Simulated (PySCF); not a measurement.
Cd(H)(NH2) (CdH₃N), SMILES [NH2][CdH].

Geometry: B3LYP-D3(BJ)/def2-TZVP. The def2 effective core potentials stand for the cores of Cd; spin–orbit coupling is left out.

Level of theory: ωB97X/def2-TZVPD (PySCF).

Symmetry labels are those of the subgroup Cs that the program uses (full group Cs).

### Question
List the valence orbital energies around the gap with their symmetry. (An estimate is asked for; the answer gives what the named calculation found.)

### Answer

```csv
orbital,symmetry,energy (eV)
HOMO−7,A",-17.45
HOMO−6,A",-17.35
HOMO−5,A',-17.35
HOMO−4,A',-17.30
HOMO−3,A",-14.78
HOMO−2,A',-12.13
HOMO−1,A',-10.96
HOMO,A',-9.12
LUMO,A",1.22
LUMO+1,A',1.37
LUMO+2,A',1.73
LUMO+3,A',3.65
```
